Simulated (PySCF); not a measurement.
Si(Cl)2(GeH3)(OH) (Cl2GeH4OSi), SMILES [GeH3][Si](Cl)(O)Cl. Atoms are numbered in the order given.

```xyz
9

O      0.7741     1.9558     0.0000
Si     0.5357     0.3217     0.0000
Cl     1.4387    -0.5308    -1.6697
Cl     1.4387    -0.5308     1.6697
Ge    -1.7941    -0.1165     0.0000
H      1.6815     2.2891     0.0000
H     -2.4391     0.4893     1.2600
H     -2.0020    -1.6418     0.0000
H     -2.4391     0.4893    -1.2600
```

Geometry optimised at B3LYP-D3(BJ)/def2-SVP. One conformer was computed; it need not be the lowest.

Computed with PBE0/def2-TZVP run with PySCF.

The molecule is in vacuum.

```yaml
total_energy: -3363.99235 hartree
point_group: Cs
highest_occupied_level: -8.52 eV
lowest_empty_level: -0.25 eV
orbital_gap: 8.27 eV
dipole_moment: 0.89 D
quadrupole, principal values (traceless, Buckingham form, about the centre of nuclear charge): -5.11, -4.31, 9.42 D·Å
mean_static_polarisability: 83.8 bohr³ (12.42 Å³)
polarisability_principal_values: 72.8, 84.9, 93.7 bohr³
```
